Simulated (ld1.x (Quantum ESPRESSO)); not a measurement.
Values are calculated unless marked as measured or tabulated.
Pseudopotentials across the periodic table

Generated with ld1.x 7.5 (TM, RRKJ, ultrasoft, PAW), atompaw 4.2 or ONCVPSP 4.0.1. The cutoff is in Ry: for ld1.x and atompaw files where the sum of valence levels is converged to 10 mRy in a Bessel basis, for ONCV files where the hardest occupied wave has 1 mHa per electron of residual kinetic energy. The error is the largest all-electron minus pseudo excitation energy over each file’s own four to seven test configurations (ionisations up to +4, promotions, holes and added fractions of an electron), all of which were solved. The labels leave out finer settings (local radius, basis sizes, second energies), which also bear on the numbers. Spin-polarised tests are not counted. The rows are a selection from randomly drawn settings: files with unsolved tests, undetermined cutoffs or missed reference levels are left out.

A true bound ghost makes a file unfit for plane-wave use even where its test errors are small: the radial tests pick states by their node count and pass the ghost by.

| element | potential | cutoff (Ry) | largest error (meV) | bound ghosts |
| --- | --- | --- | --- | --- |
| Ar | TM, LDA (PZ), scalar-relativistic, rc 1.25/1.15/1.00 (spd), local s, core correction no, reference 3s2 3p4 | 70 | +136 | none |
| Ti | TM, PBE, scalar-relativistic, rc 2.80/1.60/2.55 (spd), local d, core correction yes, reference 3p6 3d2 4s1.5 4p0 | 40 | -498 | s |
| Cd | ultrasoft, PBE, scalar-relativistic, rc 2.30/2.95/1.55 (spd), local smoothed, core correction no, reference 4d10 5s1.5 5p0 | 50 | -290 | none |
| Ta | TM, LDA (PZ), fully relativistic, rc 2.70/3.65/2.50 (spd), local s, core correction no, reference 5d3 6s2 6p0 | 25 | +130 | none |
| Pb | RRKJ, LDA (PZ), scalar-relativistic, rc 2.05/2.20/2.05 (spd), local s, core correction yes, reference 5d10 6s1.75 6p2.25 | 40 | -129 | none |

(1) Fill in the row for S: ultrasoft, PBE, scalar-relativistic, rc 1.50/1.55 (sp), local smoothed, core correction yes, reference 3s2 3p3.5.

Results:

(1) cutoff 18 Ry, largest error +39 meV, bound ghosts: none.
